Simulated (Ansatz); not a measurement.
```json
{"atom": "Al", "x (Å)": "0.0225", "y (Å)": "-0.0352", "z (Å)": "-0.0274"}
{"atom": "Cl", "x (Å)": "2.1244", "y (Å)": "-0.0067", "z (Å)": "-0.0197"}
{"atom": "Cl", "x (Å)": "-1.0471", "y (Å)": "1.7515", "z (Å)": "-0.0067"}
{"atom": "Cl", "x (Å)": "-1.0503", "y (Å)": "-1.8456", "z (Å)": "0.0184"}
```

Basis set: 6-31G (spherical functions). Frozen core: 20 orbitals. Charge 0, multiplicity 1.

Computed with Ansatz (development build ahead of 0.2.0); each method stands on the lowest determinant of its kind that the runs found. Restricted open shells among the atoms or ions are ROHF, correlated in semicanonical orbitals with singles.

The atomization energy at this shape (free ground-state atoms in the same class of orbitals less the molecule, no zero-point energy) of singlet AlCl3:

| method | atomization energy |
| --- | --- |
| RHF-MP2 | 213.89 kcal/mol |

Q: What does RHF give?

A: 177.84 kcal/mol.

This basis has no polarisation functions and is too small for such energies, which can lie far from measured ones in either direction.
